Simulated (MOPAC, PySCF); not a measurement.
HF3Si, SMILES `F[SiH](F)F`, neutral singlet in the gas phase. 

Z-matrix (Å, degrees):
```
Si
F 1 1.5745
F 1 1.5745 2 108.25
F 1 1.5745 2 108.25 3 -117.12
H 1 1.4606 2 110.67 3 121.44
```
Charge 0, multiplicity 1.

All levels are single points at this geometry (r2SCAN-D4/def2-TZVP); Pople sets use spherical d functions. Orbital energies aren't observables, and empty levels follow the basis.

| level | HOMO (eV) | LUMO (eV) | gap (eV) | dipole (D) | vertical IE, Delta-SCF (eV) |
|---|---|---|---|---|---|
| PBE-D3(BJ)/def2-TZVP in PySCF | -9.55 | 0.14 | 9.70 | 1.21 | – |
| r2SCAN-D4/def2-TZVP in PySCF | -9.99 | 0.68 | 10.67 | 1.25 | – |
| B3LYP/6-311+G** in PySCF | -11.20 | -0.03 | 11.17 | 1.57 | – |
| B3LYP/6-31G* in PySCF | -10.72 | 1.45 | 12.17 | 1.27 | 13.86 |
| M06-2X/6-31G* in PySCF | -12.54 | 2.52 | 15.06 | 1.34 | – |
| HF/3-21G in PySCF | -15.30 | 5.73 | 21.03 | 1.97 | – |
| HF/6-31G* in PySCF | -15.26 | 4.98 | 20.24 | 1.52 | 14.24 |
| HF/STO-3G in PySCF | -10.90 | 12.66 | 23.56 | 1.08 | – |
| PM7 in MOPAC | -14.35 | -0.33 | 14.03 | 1.66 | – |
